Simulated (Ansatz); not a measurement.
Consider the ligand exchange at the Sn–O bond: `[OH][SnH2][SeH]` + CH₃OH → `C[O][SnH2][SeH]` + H₂O.

Computed with Ansatz on PBE0-D4/def2-TZVP structures; ΔE is electronic, products minus reactants. CBS: MP2 limit from def2 TZ/QZ plus the TZ coupled-cluster correction, frozen cores. This one scheme is used for every species. Functionals use def2-TZVPP. HSE06 is defined as in plane-wave codes. def2 core potentials past Kr. For Se, Sn outer-core shells are correlated without core-valence functions, which leaves a few kJ/mol of doubt a bond. Scalar relativity is left out up to krypton. One conformer a species, not always the lowest.

`[OH][SnH2][SeH]`:

Cartesian coordinates in Å:
```
O 0.671 1.250 1.031
Sn 0.568 -0.356 -0.095
Se -1.680 -0.400 -1.246
H 0.313 2.028 0.597
H 1.737 -0.274 -1.335
H 0.767 -1.621 1.020
H -2.375 -0.626 0.028
```

CH₃OH:

```xyz
6

C     0.214   -0.064    0.277
O    -0.969    0.316   -0.387
H     0.026    0.033    1.347
H     1.064    0.581    0.021
H     0.491   -1.106    0.074
H    -0.826    0.240   -1.332
```

`C[O][SnH2][SeH]`:

Cartesian coordinates in Å:
```
C -0.972 -1.077 0.786
O 0.073 -1.278 -0.131
Sn 1.188 0.240 -0.681
Se -0.309 2.063 -1.588
H -0.610 -0.741 1.768
H -1.708 -0.346 0.425
H -1.488 -2.031 0.929
H 2.152 -0.403 -1.920
H 2.004 0.826 0.700
H -0.330 2.745 -0.287
```

H₂O:

Z-matrix (Å, degrees):
```
O
H 1 0.960
H 1 0.960 2 105.1
```

Q: Is it downhill or uphill in electronic energy at CCSD(T)/CBS, and by how much? (Best estimate.)

A: Computed: Downhill: ΔE = -3.6 kJ/mol.

Q: What do these levels give: PBE-D4, BLYP-D4, B97M-V, PBE0-D4, HSE06-D4, B2PLYP, PBE-QIDH, revPBE, PBE0, r2SCANh, RPA@PBE/def2-TZVPP, HF/def2-QZVPP? (An estimate is asked.)

A: The calculation gave: PBE-D4 0.8, BLYP-D4 -0.7, B97M-V 1.9, PBE0-D4 1.3, HSE06-D4 1.4, B2PLYP 3.4, PBE-QIDH 1.8, revPBE 7.4, PBE0 5.3, r2SCANh 3.2, RPA@PBE/def2-TZVPP -0.5, HF/def2-QZVPP 8.6 kJ/mol.

Largest T1 diagnostic among the species: 0.012.

At CCSD(T), def2-SVP lies +3.3 kJ/mol from the extrapolated value and def2-TZVPP +2.5 kJ/mol. In def2-TZVPP, CCSD(T) changes the Hartree–Fock value by −10.1 kJ/mol (the triples alone add −1.7 kJ/mol) and MP2 by −11.6 kJ/mol.
